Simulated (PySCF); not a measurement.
Species: CH8FPSi2.
SMILES with atom numbers: `[CH3:1][SiH2:2][Si@H:3]([F:4])[PH2:5]` (hydrogens: H6, H7, H8 on C1; H9, H10 on Si2; H11 on Si3; H12, H13 on P5)

Method: PBE0-D3(BJ)/def2-SVP geometry optimisation, gas phase (PySCF 2.14.0); density fitting, grid level 1; the optimiser is geomeTRIC in internal coordinates, started from a GFN2-xTB structure with every atom displaced at random (about 0.01 Å).

Geometry at step 1:
```
atom  x, y, z in Å
C1      1.9097    0.3532    0.3964
Si2     0.7222   -0.0988   -1.0027
Si3    -1.2914   -0.9620   -0.1602
F4     -2.1982   -1.4757   -1.4470
P5     -2.5464    0.5044    1.0119
H6      1.4461    1.0693    1.0910
H7      2.8206    0.8218   -0.0072
H8      2.2112   -0.5418    0.9778
H9      1.3325   -1.1107   -1.9229
H10     0.4051    1.1302   -1.7972
H11    -1.0620   -2.1381    0.7392
H12    -1.4846    0.7958    1.9329
H13    -2.2575    1.6349    0.1793
```

**Question.** What forces act on the atoms?

**Answer.** 
| atom | Fx (eV/Å) | Fy (eV/Å) | Fz (eV/Å) |
| --- | --- | --- | --- |
| C1 | 0.033 | -0.265 | 0.124 |
| Si2 | 0.046 | 0.040 | 0.048 |
| Si3 | -0.171 | -0.189 | -0.475 |
| F4 | 0.310 | 0.198 | 0.503 |
| P5 | -0.044 | 0.150 | 0.067 |
| H6 | -0.042 | 0.017 | 0.010 |
| H7 | -0.006 | -0.029 | -0.021 |
| H8 | -0.079 | 0.217 | -0.161 |
| H9 | 0.022 | 0.022 | 0.013 |
| H10 | -0.036 | -0.021 | -0.025 |
| H11 | -0.022 | 0.032 | -0.026 |
| H12 | -0.028 | -0.075 | -0.081 |
| H13 | 0.018 | -0.098 | 0.024 |

The largest, 0.62 eV/Å, acts on F4; the rms over all components is 0.153 eV/Å. The forces sum to zero within rounding, as they must for an isolated molecule in no field.

**Question.** Give the force on F4 in Eh/bohr and in nN.

**Answer.** 0.623 eV/Å ÷ 51.422 = 0.01212 Eh/bohr, and 0.623 eV/Å × 1.602 = 1.00 nN.

**Question.** How far is this geometry from the end of the optimisation?

**Answer.** 0.020 eV above it, and 0.189 Å rms away after alignment. The bonds farthest from their final lengths, with half the difference of the two atoms' forces along the bond (positive lengthens):

```json
{"bond": "Si3–F4", "now (Å)": "1.656", "final (Å)": "1.636", "force along bond (eV/Å)": "-0.57"}
{"bond": "C1–H8", "now (Å)": "1.109", "final (Å)": "1.100", "force along bond (eV/Å)": "-0.28"}
{"bond": "Si2–Si3", "now (Å)": "2.347", "final (Å)": "2.342", "force along bond (eV/Å)": "+0.04"}
{"bond": "Si3–P5", "now (Å)": "2.258", "final (Å)": "2.263", "force along bond (eV/Å)": "+0.22"}
{"bond": "C1–Si2", "now (Å)": "1.890", "final (Å)": "1.885", "force along bond (eV/Å)": "-0.01"}
{"bond": "P5–H12", "now (Å)": "1.436", "final (Å)": "1.431", "force along bond (eV/Å)": "-0.06"}
```

The angle farthest from its final value is Si2–Si3–P5, 115.1° against 112.8°.

What follows is the cost of the whole optimisation. The run took 59 s wall on Arm Neoverse V2, one thread, shared host with 192 logical CPUs at a one-minute load of 48, and the process peaked at 0.52 GiB of memory.
